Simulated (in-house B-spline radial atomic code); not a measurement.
A run on an ion of nuclear charge 59 with 59.3 electrons that did not converge. Method: scalar-relativistic (X2C) PBE0, spin-polarised, spherical fractional occupations, Fermi nucleus of rms radius 4.8919 fm; computed with an all-electron radial atomic-structure program (B-spline basis).

Command:
```bash
python run_scf.py task.json out
```
Settings (nuclear radius in fm, mass in u):
```
Z                59
configuration    [Xe] 4f3.3 6s2
hamiltonian      x2c
method           pbe0
spin_polarised   True
nucleus          fermi
rms_radius       4.8919
atomic_mass      140.90766
speed_of_light   137.035999084
```

First and last ten iterations of the last attempt (damped for 15 steps, keeping 80 % of the old Fock matrix, then DIIS):
```
 iter        energy (Eh)    residual
    1       -9226.210264    4.75e-01
    2       -9225.868678    5.44e-01
    3       -9231.166736    3.44e-01
    4       -9233.826684    2.05e-01
    5       -9235.094573    1.22e-01
    6       -9235.666756    7.60e-02
    7       -9235.911037    4.71e-02
    8       -9236.010227    2.83e-02
    9       -9236.049353    2.04e-02
   10       -9236.065117    1.51e-02
  111       -9231.665025    1.56e-01
  112       -9231.660785    1.56e-01
  113       -9232.570947    1.53e-01
  114       -9232.570690    1.53e-01
  115       -9232.537408    1.54e-01
  116       -9232.539031    1.54e-01
  117       -9232.537582    1.54e-01
  118       -9232.540290    1.54e-01
  119       -9232.526286    1.55e-01
  120       -9236.058172    1.58e-02
 not converged after 120 iterations
```

The smallest residual met was 1.1e-02; the threshold is about 6e-07. No energy from this run should be used. The likely cause: this method binds the added charge weakly or not at all at the basis-set limit, so charge moves back and forth between the atom and the box. Cost of the run: 3.2 s on 1 thread of Intel(R) Xeon(R) 6975P-C (shared host).
